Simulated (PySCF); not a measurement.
A structure optimised at B3LYP-D3(BJ)/def2-SVP, used in a PySCF frequency run:

```
S
O 1 1.4439
O 1 1.4527 2 124.61
O 1 1.6266 2 107.27 3 -128.89
H 4 0.9742 1 108.41 2 156.84
C 1 1.8739 2 107.52 4 -105.21
F 6 1.3223 1 110.14 2 46.97
F 6 1.3239 7 109.90 1 119.73
F 6 1.3310 7 109.60 8 120.52
```

Question: Write its SMILES and formula.

Answer: O=S(=O)(O)C(F)(F)F, CHF₃O₃S

Question: What are its rotational constants (standard atomic weights)?

Answer: 2.5918, 1.5470, 1.5371 GHz
